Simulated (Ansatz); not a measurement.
PBE exchange is replaced step by step with exact exchange (0 % is PBE, 25 % PBE0; no dispersion term), basis def2-TZVP, Ansatz. System: CrBr2. Charge 0, multiplicity 5. Geometry: PBE-D4/def2-TZVP.

Geometry of the quintet:

```csv
atom,x (Å),y (Å),z (Å)
Cr1,0.000,0.000,0.000
Br2,1.360,-1.823,-0.489
Br3,-1.360,1.823,0.489
```

At PBE-D4/def2-TZVP the gap within one spin of the charge 0 quintet nearly closes, so an electron or hole may be smeared out by delocalisation error.

HOMO and LUMO are taken over both spins.

```
exact exchange (%)  HOMO (eV)  LUMO (eV)  gap (eV)   ⟨S²⟩
                 0      -5.74      -5.71      0.03  6.105
                 5      -6.14      -5.54      0.61  6.103
                10      -6.54      -5.34      1.19  6.098
                25      -7.63      -4.64      2.99  6.073
                35      -8.28      -4.05      4.23  6.054
                50      -9.09      -3.34      5.76  6.013
```

Task: Estimate the row for 15 %.

Result: 
| exact exchange (%) | HOMO (eV) | LUMO (eV) | gap (eV) | ⟨S²⟩ |
| --- | --- | --- | --- | --- |
| 15 | -6.91 | -5.13 | 1.78 | 6.091 |
